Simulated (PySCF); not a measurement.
C4H8O2, SMILES CCC(=O)OC (GFN2-xTB optimised geometry):

```
14

C      1.677     1.324    -0.787
C      1.122     0.142     0.000
C     -0.390     0.142     0.000
O     -1.089     1.120     0.000
O     -0.865    -1.112     0.010
C     -2.277    -1.266     0.047
H      2.757     1.380    -0.676
H      1.234     2.248    -0.425
H      1.440     1.222    -1.843
H      1.473    -0.810    -0.397
H      1.439     0.212     1.044
H     -2.757    -0.481    -0.542
H     -2.632    -1.205     1.078
H     -2.494    -2.248    -0.368
```

Level of theory: PBE/def2-TZVP run with PySCF.

**Question.** What are the frontier orbital energies and the dipole moment?

**Answer.** HOMO-2 -8.30 eV, HOMO-1 -7.23 eV, HOMO -6.30 eV, LUMO -0.75 eV, LUMO+1 0.51 eV; dipole moment 1.74 D.

Meta-Löwdin charges at PBE/def2-TZVP: C1 -0.35, C2 -0.25, C3 0.48, O4 -0.44, O5 -0.31, C6 -0.16, H7 0.12, H8 0.13, H9 0.12, H10 0.13, H11 0.14, H12 0.13, H13 0.12, H14 0.13.
